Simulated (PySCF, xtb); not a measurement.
MgClBr, SMILES [Br][Mg][Cl].

GFN2-xTB (xtb) at its own geometry gives an orbital gap of 2.89 eV and a dipole moment of 3.93 D.

Geometry optimised at B3LYP-D3(BJ)/def2-TZVP.

What does PySCF with PBE0/def2-TZVPD give? (An estimate is asked for; the answer gives what the named calculation found.)

gap 6.67 eV (levels -8.54 and -1.87 eV), dipole 0.16 D.
